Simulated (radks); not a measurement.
Task: Species: As. Configuration: [Ar] 3d10 4s2 4p2 5s1 (not the ground configuration). Calculated with a radial shooting solver on a logarithmic mesh with Libxc functionals: Dirac Kohn-Sham, PBE, spin-unpolarised, spherical densities, point nucleus; open shells are shared between the two j in proportion to 2j + 1. Some entries of the table are withheld. Estimate them.

orbital,occ.,eigenvalue (eV),<1/r> (bohr^-1)
1s1/2,2,-11720.86,33.47
2s1/2,2,-1491.080,7.416
2p1/2,2,-1332.678,(1)
2p3/2,4,-1296.114,(2)
3s1/2,2,-195.1720,2.394
3p1/2,2,-141.9585,(3)
3p3/2,4,-136.9355,(4)
3d3/2,4,(5),1.917
3d5/2,6,(6),1.903
4s1/2,2,-18.5918,0.7003
4p1/2,0.666667,-8.8934,0.5612
4p3/2,1.33333,-8.5689,0.5502
5s1/2,1,-1.9269,0.2026

Result: 
(1) 2p1/2 <1/r> (bohr^-1): 7.380
(2) 2p3/2 <1/r> (bohr^-1): 7.165
(3) 3p1/2 <1/r> (bohr^-1): 2.270
(4) 3p3/2 <1/r> (bohr^-1): 2.219
(5) 3d3/2 eigenvalue (eV): -45.9891
(6) 3d5/2 eigenvalue (eV): -45.2599
